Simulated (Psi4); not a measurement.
Psi4 input (wB97X-D/6-311+G**):

```
memory 1500 MB

molecule {
1 1
O     0.55891900    1.27125400   -1.10814600
B     0.32045000    0.26917800   -0.28511400
O     1.63643900   -0.43395700   -0.07804800
Si   -1.30606600   -0.47562400    0.68854900
H    -0.16158100    1.85634100   -1.37398600
H     2.45198900   -0.12358900   -0.51819000
H     1.74847500   -1.21468700    0.48880700
H    -2.28230600   -0.85882400   -0.34870400
H    -0.83270600   -1.64496100    1.46124700
H    -1.80406600    0.60019000    1.56627400
symmetry c1
no_reorient
no_com
}

set {
  basis 6-311+G**
  reference rks
  scf_type df
  df_basis_scf def2-universal-jkfit
  dft_radial_points 99
  dft_spherical_points 590
  e_convergence 1e-8
  d_convergence 1e-7
  maxiter 150
}

e = energy('wb97x-d')
print_out(f'\nFINAL {e:.10f} DIPOLE {variable("CURRENT DIPOLE")[0]:.6f} {variable("CURRENT DIPOLE")[1]:.6f} {variable("CURRENT DIPOLE")[2]:.6f}\n')
```

From the output:

```
    One-Electron Energy =                -947.6783854289569717
    Two-Electron Energy =                 354.2204483055667197
    DFT Exchange-Correlation Energy =     -31.2821624342223892
    Empirical Dispersion Energy =          -0.0032009285521301
    VV10 Nonlocal Energy =                  0.0000000000000000
    Total Energy =                       -468.1945991539770375

Computation Completed

Properties will be evaluated at   0.000000,   0.000000,   0.000000 [a0]

Properties computed using the SCF density matrix

 Multipole Moments:

 ------------------------------------------------------------------------------------
     Multipole            Electronic (a.u.)      Nuclear  (a.u.)        Total (a.u.)
 ------------------------------------------------------------------------------------

 L = 1.  Multiply by 2.5417464519 to convert [e a0] to [Debye]
 Dipole X            :          1.5301371           -0.0000094            1.5301277
 Dipole Y            :         -0.2724593            0.0000000           -0.2724593
 Dipole Z            :         -0.1745666            0.0000227           -0.1745439
 Magnitude           :                                                    1.5639662

 ------------------------------------------------------------------------------------

FINAL -468.1945991540 DIPOLE 1.530128 -0.272459 -0.174544

*** Psi4 exiting successfully. Buy a developer a beer!
```

The dipole moment of an ion depends on the origin.

The geometry given is a B3LYP-D3(BJ)/def2-TZVP minimum.
